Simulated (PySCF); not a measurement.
Polarisability and C₆ of Ru⁺ (ruthenium, charge +1)

[Kr] 4d7, high-spin 4F determinant. All numbers are calculated (PySCF 2.14, the spin-free X2C one-electron Hamiltonian (Gaussian nucleus), in aug-cc-pVTZ-DK). Coupled (time-dependent) response in atomic units; α is the mean over directions.

```tsv
method	mean α (bohr³)	C₆ (like pair)	S(−4)
PBE0	15.08	96.15	104.0
```

S(−4) is the Cauchy moment in α(ω) = α(0) + S(−4) ω² + …

Spin-orbit coupling is absent.

α(iu) at PBE0:

| u (hartree) | α(iu) (bohr³) |
| --- | --- |
| 0 | 15.08 |
| 0.0500 | 14.83 |
| 0.100 | 14.15 |
| 0.200 | 12.28 |
| 0.300 | 10.49 |
| 0.500 | 7.897 |
| 0.750 | 5.845 |
| 1.00 | 4.501 |
| 1.50 | 2.898 |
| 2.00 | 2.014 |
| 3.00 | 1.122 |
| 5.00 | 0.4857 |

A single London oscillator, α(iu) = α/(1 + u²/ω²), gives C₆ = (3/4) ω α². Matching the computed C₆ needs ω = 4 × 96.15 / (3 × 15.08²) = 0.564 hartree.

For an ion, C₆ is the dispersion term alone; charge-induced terms of lower order in 1/R come first.
